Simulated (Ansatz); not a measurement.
CH7BOSi, SMILES `BO[SiH2]C`, relaxed with RKS PBE0-D4/def2-TZVP in the Gaussian-basis code of Ansatz from a PBE-D4/def2-SVP geometry. The force threshold is 0.005 eV/Å; the program also tests the step.

Charge 0, multiplicity 1.

Start:

```xyz
11

B     1.400    1.215   -1.311
O     0.586    0.158   -1.075
Si    0.238   -0.714    0.352
C    -1.567   -0.446    0.779
H     2.066    1.701   -0.403
H     1.440    1.659   -2.447
H     0.517   -2.155    0.040
H     1.150   -0.239    1.453
H    -1.851   -1.064    1.655
H    -1.762    0.617    1.028
H    -2.217   -0.731   -0.072
```

(1) By how much does the energy fall, and how many steps does the optimiser take? (Estimate.)

(2) Which bonds change most? (An estimate is asked.)

(3) Give the relaxed structure. (Best estimate.)

Answers

(1) Ansatz gave: 6.01 kJ/mol, in 12 steps, 2 of them rejected.

(2) The calculation gave: O2–Si3 from 1.709 to 1.663 Å; B1–H5 from 1.226 to 1.205 Å; B1–H6 from 1.220 to 1.200 Å; Si3–C4 from 1.874 to 1.855 Å.

(3) Ansatz gave: 
```xyz
11

B     1.408    1.200   -1.299
O     0.551    0.196   -1.041
Si    0.224   -0.677    0.336
C    -1.565   -0.455    0.775
H     2.127    1.620   -0.428
H     1.428    1.655   -2.408
H     0.525   -2.098    0.026
H     1.115   -0.208    1.431
H    -1.818   -1.055    1.653
H    -1.785    0.591    1.003
H    -2.209   -0.770   -0.049
```
